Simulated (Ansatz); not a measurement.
The same path of C3H7NSi (12 atoms, charge 0, multiplicity 1) was run twice with different band settings. The coordinate that changes most is the dihedral H6–N1–C2–C3.

All numbers below come from Ansatz, RKS B3LYP/6-31G.

Relaxed end points:

```xyz
12
Properties=species:S:1:pos:R:3
N -1.826 -0.612 -0.543
C -0.614 -0.219 -0.033
C -0.173 -0.143 1.264
Si 1.525 0.482 0.739
C 0.535 0.236 -0.940
H -1.992 -0.611 -1.535
H -2.575 -0.908 0.060
H -0.714 -0.386 2.169
H 1.941 1.896 1.060
H 2.742 -0.391 0.924
H 0.908 -0.542 -1.616
H 0.320 1.143 -1.516
```

```xyz
12
Properties=species:S:1:pos:R:3
N -1.825 -0.613 -0.543
C -0.614 -0.219 -0.033
C -0.173 -0.142 1.264
Si 1.525 0.482 0.739
C 0.535 0.237 -0.940
H -2.574 -0.911 0.061
H -1.992 -0.612 -1.535
H -0.714 -0.384 2.169
H 1.943 1.896 1.061
H 2.740 -0.393 0.924
H 0.908 -0.540 -1.617
H 0.320 1.144 -1.515
```

Common settings: movable images 7; climbing image yes; optimiser quadratic models (default); start path through a guess of the saddle point; force threshold 0.05 eV/Å; end points relaxed.

| run | spring | iteration limit |
| --- | --- | --- |
| 1 | 5.0 eV/Å² | 51 |
| 2 | 0.1 eV/Å² | 60 |

Problem. What does each run give, and how far can it be trusted?

Solution. Run 1: converged after 9 iterations, highest image 0.541 eV above the first end. A vibrational analysis at the climbing image gives one clearly imaginary mode, 396i cm⁻¹: a first-order saddle point.
Run 2: converged after 9 iterations, highest image 0.541 eV above the first end. Another band between the same ends (7 images) ends at a top of the same energy, where a vibrational analysis finds 1 clearly imaginary mode.
Limits of this set-up: no polarisation functions.
